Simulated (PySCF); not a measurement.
SMILES O=C/C1=C\CCCCCC1, C9H14O

Geometry:
```csv
atom,x (Å),y (Å),z (Å)
O1,2.488,-0.496,-1.372
C2,1.955,0.404,-0.762
C3,1.287,0.230,0.537
C4,0.509,1.192,1.081
C5,-0.228,2.220,0.308
C6,-1.587,1.553,-0.032
C7,-1.507,0.128,-0.603
C8,-1.313,-1.048,0.395
C9,0.009,-1.831,0.364
C10,1.207,-1.162,1.074
H11,1.997,1.451,-1.152
H12,0.108,0.995,2.085
H13,0.286,2.487,-0.627
H14,-0.405,3.148,0.874
H15,-2.212,1.536,0.878
H16,-2.116,2.204,-0.749
H17,-0.729,0.087,-1.385
H18,-2.453,-0.043,-1.141
H19,-1.508,-0.696,1.424
H20,-2.112,-1.781,0.198
H21,0.292,-2.025,-0.684
H22,-0.156,-2.821,0.821
H23,2.123,-1.737,0.874
H24,1.032,-1.144,2.162
```

Level of theory: TDDFT CAM-B3LYP/def2-SVPD circular dichroism and optical rotation, one conformer, gas phase (PySCF). Geometry: PBE0-D3(BJ)/def2-SVP.

No stereocentre is labelled: unless the shape is locked (an allene, a helicene, a hindered biaryl), the mirror image is equally populated and a measured rotation or CD is zero.

Task: What is the specific rotation at 633, 589.3, 546, 436, 405, 365 nm?

Result: [α] in deg dm⁻¹ (g/mL)⁻¹:
| λ (nm) | origin-invariant length gauge | modified velocity gauge | length gauge (centre of mass) | isotropic polarisability (au) |
| --- | --- | --- | --- | --- |
| 633 | -357.4 | -353.7 | -356.1 | 110.3 |
| 589.3 | -410.6 | -406.0 | -409.2 | 110.9 |
| 546 | -471.3 | -465.2 | -469.6 | 111.5 |
| 436 | -523.2 | -508.9 | -520.4 | 114.6 |
| 405 | -255.9 | -236.5 | -252.6 | 116.1 |
| 365 | +2063.3 | +2092.0 | +2067.8 | 119.2 |

The shortest wavelength is close to the first absorption, where this undamped response comes out too large.

Task: And for the mirror image at 589.3 nm?

Result: +410.6 deg dm⁻¹ (g/mL)⁻¹ (origin-invariant length gauge): the same size and the opposite sign.

Task: What is the molar rotation [Φ] = [α]·M/100 of the geometry above at 589.3 nm?

Result: With M = 138.21 g/mol, -567.6 deg cm² dmol⁻¹ (origin-invariant length gauge).

The first excitation lies at 3.75 eV (330 nm) with R = +22.5 × 10⁻⁴⁰ esu² cm² (velocity form).
